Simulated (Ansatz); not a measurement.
`F[Si](Cl)(Cl)[GeH3]` + `N=C=O` → `O=C=N[Si](F)(Cl)Cl` + GeH₄ at 600 K and 1 bar (cleavage of the Si–Ge bond).

Isolated molecules relaxed with PBE0-D4/def2-TZVP in Ansatz; ΔE leaves out vibrations. CCSD(T)/CBS is the MP2 limit (def2-TZVPP, def2-QZVPP) plus CCSD(T) − MP2 in def2-TZVPP, frozen cores. This one scheme is used for every species. For Ge outer-core shells are correlated without core-valence functions, which leaves a few kJ/mol of doubt a bond. Scalar relativity is left out up to krypton. One conformer a species, not always the lowest.

| species | CCSD(T)/CBS energy (Eh) | H − E (kJ/mol) | S (J/(mol·K)) |
| --- | --- | --- | --- |
| `F[Si](Cl)(Cl)[GeH3]` | -3386.51611 | 144.2 | 479.4 |
| `N=C=O` | -168.51995 | 83.3 | 274.5 |
| `O=C=N[Si](F)(Cl)Cl` | -1476.57281 | 116.4 | 475.6 |
| GeH₄ | -2078.49493 | 105.8 | 256.4 |

H − E and S are ideal-gas, rigid-rotor, harmonic terms from PBE0-D4/def2-TZVP, for one conformer and one mirror image of each species. 1 Eh = 2625.50 kJ/mol, R = 8.31446 J/(mol·K).

**Question.** By hand: ΔE, ΔH, ΔS and ΔG.

**Answer.** ΔE = (-1476.57281) + (-2078.49493) − (-3386.51611) − (-168.51995) = -0.03168 Eh = -83.2 kJ/mol. Δ(H − E) = 116.4 + 105.8 − 144.2 − 83.3 = -5.3, so ΔH = -88.5 kJ/mol. ΔS = 475.6 + 256.4 − 479.4 − 274.5 = -21.9 J/(mol·K). ΔG = -88.5 − 600 × (-21.9)/1000 = -75.4 kJ/mol.

**Question.** By hand: the equilibrium constant, and the temperature at which ΔG would vanish if ΔH and ΔS stayed fixed.

**Answer.** log₁₀ K = −ΔG/(RT ln 10) = 6.6. ΔG = 0 at ΔH/ΔS = 4041 K, far beyond where these terms or the molecules hold.

ΔH outweighs TΔS. A doubt of 5 kJ/mol in ΔE shifts log₁₀ K by 0.4 here. Other conformers and mirror images would add mixing entropy, several J/(mol·K) or more a flexible species. Modes under 60 cm⁻¹, often nearly free rotors, make the harmonic entropy too high. These are equilibria of isolated gas molecules and say nothing of rates. Largest T1 diagnostic: 0.018 (customary marks: 0.02 for closed shells, 0.045 for open ones).
